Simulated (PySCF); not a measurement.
Se(F)(SiH3), SMILES F[Se][SiH3] (H3FSeSi) (CAM-B3LYP/def2-SVP optimised geometry):

```
6

Se     1.407    -0.328     0.000
F      1.509     0.567     1.537
Si    -0.883    -0.328     0.000
H     -1.397     1.063     0.000
H     -1.407    -1.063     1.178
H     -1.237    -1.029    -1.264
```

Calculation: CAM-B3LYP/def2-TZVP (PySCF 2.14.0).

Problem. What are the frontier orbital energies and the dipole moment?

Solution. HOMO-2 -11.91 eV, HOMO-1 -10.27 eV, HOMO -8.44 eV, LUMO -1.15 eV, LUMO+1 0.66 eV; dipole moment 2.24 D.

On the same geometry PBE/def2-TZVP (PySCF) gives HOMO-2 -8.98 eV, HOMO-1 -7.65 eV, HOMO -5.86 eV, LUMO -3.32 eV, LUMO+1 -1.15 eV; dipole moment 1.90 D.

Meta-Löwdin charges at CAM-B3LYP/def2-TZVP: Se1 0.29, F2 -0.47, Si3 0.43, H4 -0.08, H5 -0.08, H6 -0.08.
